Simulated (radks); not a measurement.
Q: The mean radii <r> (bohr) of the occupied orbitals of an atom or ion are listed with their occupations. Method: scalar-relativistic Kohn-Sham, r2SCAN, spin-polarised, spherical densities, finite nucleus; meta-GGA in the generalised Kohn-Sham scheme; Fermi nuclear charge, rms radius of each element as measured or else 0.836 A^(1/3) + 0.57 fm; computed with a radial shooting solver on a logarithmic mesh with Libxc functionals.

orbital  occ.      <r>
1s          2  0.01744
2s          2  0.07359
2p          6  0.06623
3s          2   0.1902
3p          6   0.1911
3d         10   0.1732
4s          2   0.4226
4p          6   0.4486
4d         10   0.4740
5s          2   0.8923
4f         14   0.5077

Name the element and its charge. Open shells, if any, are filled with parallel spins first.

A: Z = 77, iridium, charge +15: Ir15+ in [Kr] 4d10 4f14 5s2. The 1s radius gives Z: for a bare nucleus <r> = (2 gamma + 1)/(2Z) with gamma = sqrt(1 - (Z/c)^2), 0.01724 bohr for Z = 77, and screening makes it slightly larger (0.01744 here). The occupations add up to 62, and the charge is Z minus that.
